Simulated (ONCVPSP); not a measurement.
Varying the ONCV potential for cobalt (Co)

Base potential:

cobalt (Co), optimised norm-conserving Vanderbilt (ONCV), made with ONCVPSP 4.0.1 (PBE, scalar-relativistic). Core [Ne], reference 3s2 3p6 3d7 4s1.5 (charge +0.5). Waves: 3s+4s: rc 1.50 bohr, ncon 4, nbas 9, qcut 9.5 1/bohr, 2 projectors; 3p: rc 1.00 bohr, ncon 4, nbas 8, qcut 14 1/bohr, 1 projector; 3d: rc 1.30 bohr, ncon 5, nbas 9, qcut 14 1/bohr, 2 projectors, debl 3.5 Ha. Local part: polynomial inside 0.70 bohr (lpopt 5, dvloc0 0 Ha). Core correction: Teter function fitted to the true core (icmod 2), fcfact 0.65.

Cutoffs, loose and tight: the cutoffs (Ha) at which the residual kinetic energy of the hardest occupied pseudo-wave falls to 1 and 0.1 mHa per electron. They do not see the model core or the augmentation charge, which bear on the density cutoff. Test errors are all-electron minus pseudo excitation energies from the reference, over the configurations 3s2 3p6 3d7 4s2; 3s2 3p6 3d7 4s1; 3s2 3p6 3d7 4s0; 3s2 3p5 3d7 4s2. A dash means not determined; rows that change the core or the reference have their own tests.

A true bound ghost makes a file unfit for plane-wave use even where its test errors are small: the radial tests pick states by their node count and pass the ghost by.

```csv
change,outcome,"cutoff, loose","cutoff, tight",bound ghosts,GHOST(+) flags above zero,largest test error (meV)
base,generated,71 Ha,80 Ha,none,s,-20
"local potential polynomial inside 0.70 bohr (lpopt 5, dvloc0 -0.5 Ha)",generated,71 Ha,80 Ha,none,s,-20
s: nproj 4,generated,71 Ha,80 Ha,s,s,-20
"local potential polynomial inside 0.75 bohr (lpopt 2, dvloc0 0 Ha)",generated,71 Ha,80 Ha,none,none,-20
"core correction Teter function fitted to the true core (icmod 2), fcfact 0.86",generated,71 Ha,80 Ha,none,s,-20
d: rc 1.52,generated,59 Ha,69 Ha,none,s,-57
s: qcut 9.4; p: qcut 13.9; d: qcut 13.9,generated,70 Ha,80 Ha,none,s,-20
"reference 3s2 3p6 3d7 4s1.75 4p0.25; wave 3p: rc 1.00 bohr, ncon 4, nbas 8, qcut 14 1/bohr, 1 projector becomes 3p+4p: rc 1.00 bohr, ncon 4, nbas 8, qcut 14 1/bohr, 2 projectors",generated,71 Ha,80 Ha,none,s,-0.9 over the solved tests; 1 of 4 tests not solved or not reliable
```

**Question.** What comes out with this change to the base: d: qcut 16.2?

**Answer.** outcome: generated; cutoff, loose: 77 Ha; cutoff, tight: 89 Ha; bound ghosts: none; GHOST(+) flags above zero: s; largest test error (meV): -14.

**Question.** What comes out with this change to the base: functional LDA (Perdew-Zunger)?

**Answer.** outcome: generated; cutoff, loose: 71 Ha; cutoff, tight: 81 Ha; bound ghosts: none; GHOST(+) flags above zero: s; largest test error (meV): -15.
